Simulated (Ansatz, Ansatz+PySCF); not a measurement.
```xyz
2

Mg    0.0000    0.0000    0.0000
Si    1.5672    2.0896    4.5240
```

Basis set: STO-3G (spherical functions). Correlated methods keep 6 orbitals frozen. Charge 0, multiplicity 3.

Computed with Ansatz (development build ahead of 0.2.0); the reference of a correlated method needn't be the lowest determinant of its kind.

Question: Give the atomization energy at this shape (free ground-state atoms in the same class of orbitals less the molecule, no zero-point energy) of triplet MgSi by UHF-CCSD(T), UHF-CCSD, full CI (lowest root of this spin).

Answer:

```
                            method  atomization energy
                       UHF-CCSD(T)          0.1 kJ/mol
                          UHF-CCSD          0.1 kJ/mol
full CI (lowest root of this spin)          0.1 kJ/mol
```

Caution for UHF-CCSD(T), UHF-CCSD: the reference determinant was not shown to be the lowest.

This basis has no polarisation functions and is too small for such energies, which can lie far from measured ones in either direction.
